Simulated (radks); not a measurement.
Species: the hafnium ion Hf31+. Configuration: [Kr] 4d5 (the NIST ground configuration).

Calculated with a radial shooting solver on a logarithmic mesh with Libxc functionals: scalar-relativistic Kohn-Sham, PBEsol, spin-polarised, spherical densities, finite nucleus; open shells are filled with parallel spins first (spin-orbit coupling, left out, can overturn this in heavy ions); Fermi nuclear charge, rms radius 5.347 fm.

Energy parts (hartree):
| part | energy |
|---|---|
| total | -14570.3553 |
| kinetic | 16008.1474 |
| electron-nucleus | -34071.4562 |
| Hartree | 3749.6163 |
| exchange-correlation | -256.6628 |

Orbitals (lengths in bohr, moments of r in powers of bohr; <r^-3> diverges for s and p1/2):
orbital,occ.,eigenvalue (hartree),<r>,<r^-3>,<1/r>
1s up,1,-2440.833,0.01900,-,83.75
1s down,1,-2440.829,0.01900,-,83.75
2s up,1,-453.6431,0.08041,-,19.56
2s down,1,-453.4618,0.08040,-,19.56
2p up,3,-403.7438,0.07174,17760,17.85
2p down,3,-403.5957,0.07173,17770,17.85
3s up,1,-136.2899,0.2075,-,7.285
3s down,1,-136.1885,0.2074,-,7.288
3p up,3,-121.3663,0.2069,3984,6.763
3p down,3,-121.2554,0.2068,3986,6.766
3d up,5,-103.9027,0.1871,518.4,6.398
3d down,5,-103.7464,0.1870,518.2,6.398
4s up,1,-57.46667,0.4318,-,3.379
4s down,1,-57.01143,0.4321,-,3.377
4p up,3,-52.06911,0.4463,1170,3.156
4p down,3,-51.61992,0.4468,1166,3.152
4d up,5,-45.35761,0.4499,145.1,2.942
4d down,0,-44.91027,0.4506,144.9,2.939

The highest occupied level is 4d up at -1234.2 eV. Summed over all electrons, <r^2> = 3.786 bohr^2, which gives a Langevin (diamagnetic) susceptibility term of -3 x 10^-6 cm^3/mol. Spin moment in Bohr magnetons: 5. The density falls to 0.001 e/bohr^3 at r = 1.19 bohr. The electron density at the nucleus is 1.281e+06 e/bohr^3 (large components only). The spin density at the nucleus is -33.26 e/bohr^3 (1s -3.95, 2s -28.40, 3s -7.99, 4s 7.07).
